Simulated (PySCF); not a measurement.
C4H4F2, SMILES C=C=CC(F)F. Heavy atoms are numbered as in [CH2:1]=[C:2]=[CH:3][CH:4]([F:5])[F:6]. Hydrogens are named by the atom that carries them.

The structure is a stationary point at r2SCAN-D4/def2-SVP. One conformer was computed; it need not be the lowest.

Method: CAM-B3LYP/def2-TZVP run with PySCF.

Atomic charges (e), one atom of each kind:

```
atom      Mulliken    IAO
--------  --------  -----
C1 (CH2)     -0.29  -0.34
C2            0.00   0.06
C3 (CH)      -0.16  -0.23
C4 (CH)       0.30   0.47
F5           -0.20  -0.32
H on C1       0.16   0.18
H on C3       0.15   0.18
H on C4       0.09   0.15
```

Computed Mayer and Wiberg (Löwdin basis) orders of the bonds:
| bond | Mayer | Wiberg |
|---|---|---|
| C1–C2 | 1.96 | 2.18 |
| C2–C3 | 1.91 | 2.02 |
| C3–C4 | 0.95 | 1.20 |
| C4–F5 | 1.07 | 1.71 |
| C4–F6 | 1.07 | 1.71 |
